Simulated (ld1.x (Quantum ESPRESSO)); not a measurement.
## Before and after: TM semilocal potential for iodine (I)

I (Z = 53), norm-conserving Troullier–Martins (semilocal form), made with ld1.x (Quantum ESPRESSO) 7.5 (PW91, scalar-relativistic). Core [Kr] 4d10, reference 5s2 5p5. Waves: 5p (bound): rc 1.75 bohr; 5s (bound): rc 1.50 bohr. Local part: the s channel. Core correction: none.

All-electron outer shells of the reference configuration (PW91, scalar-relativistic, ld1.x):

```csv
shell,level (eV),outermost node (bohr),outermost maximum (bohr)
4p,-127.60,0.37,0.72
4d,-50.33,0.35,0.78
5s,-17.48,0.88,1.70
5p,-7.13,0.96,2.02
```

Change: wave 5p (bound): rc 1.75 bohr becomes 5p (bound): rc 1.94 bohr.

Cutoffs: the cutoffs (Ry, on a coarse ladder) from which the occupation-weighted sum of valence levels, in a spherical-Bessel basis at the reference potential, stays within 10 and 1 mRy of its value at 400 Ry; they do not see the model core or the augmentation charge, which bear on the density cutoff. Errors are all-electron minus pseudo energies relative to the spin-unpolarised reference configuration.

Q: How do hardness, ghosts and transferability respond?

A: The potential gets softer (55 Ry and 100 Ry → 40 Ry and 100 Ry); of the 7 tests that both files solve, the error grows in 2 and shrinks in 1 by more than 15 % and 0.3 meV (median size 3.2 → 4.1 meV); neither file shows a bound ghost. A larger radius leaves more room for a smooth pseudo-wave, so fewer plane waves are needed. A semilocal file is local in each channel, so a ghost entry of none says nothing of the separable form that plane-wave codes build from it.

| quantity | base | changed |
| --- | --- | --- |
| cutoff, loose | 55 Ry | 40 Ry |
| cutoff, tight | 100 Ry | 100 Ry |
| loose cutoff by channel (10 mRy a level) | p 12 Ry, s 35 Ry | p 15 Ry, s 35 Ry |
| bound ghosts | none | none |
| error for 5s2 5p4, meV [ΔE 11.19 eV] | -1.7 | -2.2 |
| error for 5s2 5p3, meV [ΔE 31.10 eV] | -3.2 | -4.7 |
| error for 5s2 5p2, meV [ΔE 60.52 eV] | -3.7 | -4.1 |
| error for 5s2 5p4.5, meV [ΔE 4.56 eV] | -0.9 | -1.0 |
| error for 5s1 5p5, meV [ΔE 22.19 eV] | +10.0 | +7.4 |
| error for 5s1 5p6, meV [ΔE 10.44 eV] | +7.7 | +7.5 |
| error for 5s2 5p5.3, meV [ΔE -1.80 eV] | +0.6 | +0.6 |
